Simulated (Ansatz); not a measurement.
PBE exchange is replaced step by step with exact exchange (0 % is PBE, 25 % PBE0; no dispersion term), basis def2-TZVPD, Ansatz. System: Pt₂H⁻ (the lowest singlet isomer of a short search). Charge -1, multiplicity 1. Geometry: PBE-D4/def2-TZVPD.

Geometry of the singlet:

Cartesian coordinates in Å:
```
Pt -0.238 0.626 0.400
Pt -0.455 -1.785 0.315
H 0.693 1.159 -0.715
```

In the def2 sets Pt takes a core potential; there is no spin–orbit coupling. At PBE-D4/def2-TZVPD, PBE0-D4/def2-TZVPD the restricted singlet is unstable: a solution with broken spin symmetry lies lower. At PBE-D4/def2-TZVPD, PBE with 5 % exact exchange/def2-TZVPD, PBE with 10 % exact exchange/def2-TZVPD, PBE with 15 % exact exchange/def2-TZVPD the highest occupied level of the charge -1 singlet lies above zero (up to 0.73 eV). Its loss leaves the charge 0 doublet, which lies 2.15 eV higher (vertical, at PBE-D4/def2-TZVPD), but this difference is unsure: the doublet is doubtful (geometry relaxed on an unsound state). The restricted singlet is unstable towards broken spin symmetry at other levels; at PBE with 5 % exact exchange/def2-TZVPD, PBE with 10 % exact exchange/def2-TZVPD, PBE with 15 % exact exchange/def2-TZVPD, PBE with 35 % exact exchange/def2-TZVPD and others this wasn't settled. The geometry of the singlet was relaxed on an unsound state (restricted singlet, unstable towards broken spin symmetry). At PBE0-D4/def2-TZVPD a triplet of charge -1 lies 0.15 eV below the restricted singlet, each at its own geometry. The structure comes from a short search, and lower isomers may exist.

```
exact exchange (%)  HOMO (eV)  LUMO (eV)  gap (eV)
                 0       0.73       0.81      0.08
                 5       0.52       1.01      0.49
                10       0.31       1.21      0.90
                25      -0.29       1.78      2.07
                35      -0.66       2.14      2.80
                50      -1.18       2.63      3.81
```

Estimate the row for 15 %.


| exact exchange (%) | HOMO (eV) | LUMO (eV) | gap (eV) |
| --- | --- | --- | --- |
| 15 | 0.11 | 1.40 | 1.30 |
